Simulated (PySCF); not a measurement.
# C₆ coefficients of unlike pairs at M06

Calculated with PySCF 2.14 from the dipole response of each species, C₆(A,B) = (3/π) ∫ α_A(iu) α_B(iu) du, in atomic units, from isotropic polarisabilities. For ions this is the dispersion term alone; charge-induced terms of lower order in 1/R come first.

```tsv
species	configuration	basis	relativity	α (bohr³)	C₆ (like pair)
Cl³⁺	[Ne] 3s2 3p2 (3P)	aug-cc-pVDZ-DK (5s4p2d)	spin-free X2C	4.229	11.11
K	[Ar] 4s1 (2S)	dyall-acv3z (25s18p7d3f)	spin-free X2C	268.4	2998
B²⁺	[He] 2s1 (2S)	aug-cc-pVQZ-DK (6s5p4d3f2g)	spin-free X2C	7.414	9.476
In	[Kr] 4d10 5s2 5p1 (2P)	aug-cc-pVDZ-PP with ECP28MDF (5s4p3d)	core potential	76.41	710.3
```

Estimate C₆ for B²⁺ with K.

The integral gives 138.4. The combination rule 2 C_A C_B / (C_A α_B/α_A + C_B α_A/α_B) gives 133.4 and the geometric mean 168.6.

No spin-orbit coupling is included.

The other pairs:

```csv
pair,C₆
"In, B²⁺",81.42
"B²⁺, Cl³⁺",8.703
"In, K",1285
"K, Cl³⁺",100.2
"In, Cl³⁺",70.76
```
